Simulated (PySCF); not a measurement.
Computed shifts of a molecule C₂H₇BO₃, PySCF with B3LYP/pcSseg-1, GIAO, gas phase, equivalent atoms averaged, in ppm (number of nuclei): ¹³C: 66.2 (1), 27.0 (1). ¹H: 4.26 (1), 3.94 (1), 3.82 (1), 3.81 (1), 1.04 (2), -0.42 (1). References: ¹⁷O against H2O (σ = 333.8 ppm); ¹³C against TMS (σ = 181.3 ppm); ¹¹B against BF3 (σ = 86.3 ppm); ¹H against TMS (σ = 31.68 ppm), references at their B3LYP-D3(BJ)/def2-TZVP geometries, non-relativistic. The structure is a stationary point at PBE0-D3(BJ)/def2-SVP. One conformer was computed; it need not be the lowest.

### Question
Which structure fits?
A. COB(O)CO
B. OCB(O)CO
C. CCOB(O)O
D. OCCB(O)O

### Answer
D, OCCB(O)O
